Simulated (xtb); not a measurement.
C2F3N (SMILES N#CC(F)(F)F), singlet, from a rough starting geometry; GFN2-xTB run with xtb.

The xtb input:
```
$ xtb mol.xyz --gfn 2 --opt vtight --json

# file mol.xyz
6

C      0.02565241     0.04669825    -0.50173104
C     -0.01957942     0.01474135     0.99677385
F     -0.02307234     1.20542791    -0.90826584
F      1.09588465    -0.58578595    -0.96510048
F     -1.10206582    -0.58792950    -0.92352126
N     -0.01288231    -0.01554000     2.16195244
```

The log (banner, timings and long lists left out):

```
   ID    Z sym.   atoms
    1    6 C      1, 2
    2    9 F      3-5
    3    7 N      6

           -------------------------------------------------
          |                Calculation Setup                |
           -------------------------------------------------

           -------------------------------------------------
          |                 G F N 2 - x T B                 |
           -------------------------------------------------

          ...................................................
          :                      SETUP                      :
          :.................................................:
          :  # basis functions                  24          :
          :  # atomic orbitals                  24          :
          :  # shells                           12          :
          :  # electrons                        34          :
          :  max. iterations                   250          :
          :  Hamiltonian                  GFN2-xTB          :
          :  restarted?                      false          :
          :  GBSA solvation                  false          :
          :  PC potential                    false          :
          :  electronic temp.          300.0000000     K    :
          :  accuracy                    1.0000000          :
          :  -> integral cutoff          0.2500000E+02      :
          :  -> integral neglect         0.1000000E-07      :
          :  -> SCF convergence          0.1000000E-05 Eh   :
          :  -> wf. convergence          0.1000000E-03 e    :
          :  Broyden damping             0.4000000          :
          :  net charge                          0          :
          :  unpaired electrons                  0          :
          ...................................................

 iter      E             dE          RMSdq      gap      omega  full diag
   1    -21.3949649 -0.213950E+02  0.849E+00    5.63       0.0  T
   2    -21.4215202 -0.265553E-01  0.571E+00    6.02       1.0  T
   3    -21.4477391 -0.262188E-01  0.365E+00    5.21       1.0  T
   4    -21.4744848 -0.267457E-01  0.997E-01    5.27       1.0  T
   5    -21.4776036 -0.311883E-02  0.227E-01    5.19       1.0  T
   6    -21.4776542 -0.505638E-04  0.359E-02    5.20       1.1  T
   7    -21.4776550 -0.848853E-06  0.599E-03    5.20       6.8  T
   8    -21.4776551 -0.984045E-07  0.133E-03    5.20      30.8  T
   9    -21.4776551 -0.570882E-09  0.708E-04    5.20      57.6  T
[...]
         :: total energy             -21.324821066383 Eh    ::
 * total energy  :   -21.3248211 Eh     change       -0.1824318E-10 Eh
 * total energy  :   -21.3341345 Eh     change       -0.9313413E-02 Eh
 * total energy  :   -21.3359906 Eh     change       -0.1856084E-02 Eh
 * total energy  :   -21.3362681 Eh     change       -0.2775285E-03 Eh
 * total energy  :   -21.3363811 Eh     change       -0.1129845E-03 Eh
 * total energy  :   -21.3364095 Eh     change       -0.2844736E-04 Eh
 * total energy  :   -21.3364173 Eh     change       -0.7764086E-05 Eh
 * total energy  :   -21.3364179 Eh     change       -0.5978450E-06 Eh
 * total energy  :   -21.3364180 Eh     change       -0.1059952E-06 Eh
 * total energy  :   -21.3364180 Eh     change       -0.1735858E-07 Eh
   *** GEOMETRY OPTIMIZATION CONVERGED AFTER 10 ITERATIONS ***
         :: total energy             -21.336418008472 Eh    ::
[...]
      -------------------------------------------------------------
                  HL-Gap            0.2002444 Eh            5.4489 eV
             Fermi-level           -0.4043973 Eh          -11.0042 eV

     #   Z          covCN         q      C6AA      α(0)
     1   6 C        3.330     0.509    17.063     6.554
     2   6 C        1.897     0.108    28.439     8.613
     3   9 F        0.792    -0.178    11.008     3.919
     4   9 F        0.792    -0.178    11.008     3.919
     5   9 F        0.792    -0.178    11.008     3.919
     6   7 N        0.911    -0.084    22.873     6.917

 Mol. C6AA /au·bohr⁶  :        576.780311
 Mol. C8AA /au·bohr⁸  :      12923.359507
 Mol. α(0) /au        :         33.841674

Wiberg/Mayer (AO) data.
largest (>0.10) Wiberg bond orders for each atom

 ---------------------------------------------------------------------------
     #   Z sym  total        # sym  WBO       # sym  WBO       # sym  WBO
 ---------------------------------------------------------------------------
     1   6 C    3.861 --     5 F    0.959     3 F    0.959     4 F    0.959
                             2 C    0.942
     2   6 C    3.955 --     6 N    2.942     1 C    0.942
     3   9 F    1.100 --     1 C    0.959
     4   9 F    1.100 --     1 C    0.959
     5   9 F    1.100 --     1 C    0.959
     6   7 N    3.047 --     2 C    2.942
 ---------------------------------------------------------------------------

Topologies differ in total number of bonds
Writing topology from bond orders to xtbtopo.mol

molecular dipole:
                 x           y           z       tot (Debye)
 q only:        0.000      -0.004       0.374
   full:       -0.001      -0.000       0.014       0.034
molecular quadrupole (traceless):
                xx          xy          yy          xz          yz          zz
 q only:        0.411       0.000       0.411      -0.008       0.026      -0.822
  q+dip:        0.768       0.000       0.768      -0.003       0.025      -1.536
   full:        1.814       0.000       1.813      -0.008       0.058      -3.628

optimized geometry written to: xtbopt.xyz

           -------------------------------------------------
          | TOTAL ENERGY              -21.336418008472 Eh   |
          | GRADIENT NORM               0.000044736905 Eh/α |
          | HOMO-LUMO GAP               5.448927576130 eV   |
           -------------------------------------------------

normal termination of xtb
```
